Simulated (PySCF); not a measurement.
## Two-component Hartree-Fock for F³⁺ (fluorine, charge +3)

Start: [He] 2s1 2p2 3s1; 2s1/2 filled at m_j = +1/2; 2p3/2 filled at m_j = +1/2, +3/2; 3s1/2 filled at m_j = +1/2. Calculated with PySCF 2.14 in x2c-TZVPall-2c with one added diffuse shell each of s, p, d type (6s4p3d1f, 40 functions): generalised Hartree-Fock with the X2C-1e Hamiltonian and a Gaussian nucleus; one run each with spin-orbit coupling (SO) switched off, then screened by Boettger's factors. This is a chosen level, not necessarily the ground level.

```csv
spinor shell,electrons,"ε, spin-free (eV)","ε, screened SO (eV)",weight of nominal j (screened SO),"rms radius, screened SO (bohr)"
1s1/2,2,-814.13,-814.15,1.000,0.203
2s1/2,1,-122.91,-122.91,1.000,0.900
2p3/2,2,-102.85,-102.84,0.831,0.859
3s1/2,1,-35.245,-35.246,1.000,2.52
```

```
   quantity  spin-free  screened SO
E (hartree)  -93.20372    -93.20248
        M_J          3            3
       ⟨J²⟩     12.003       12.003
       ⟨L²⟩      2.003        2.003
       ⟨S²⟩      6.000        6.000
```

Each row is a mean over spinors that exchange with the open shell spreads, by up to 8.109 eV (1s1/2).

Rows whose weight is well below 1 are mixtures of j = l ± 1/2: exchange outweighs spin-orbit coupling there, and the label is only the starting occupation.

Without spin-orbit coupling the j labels of p, d and f shells carry no meaning; the spin-free column gives the mean over the occupied spinors of each nl shell.
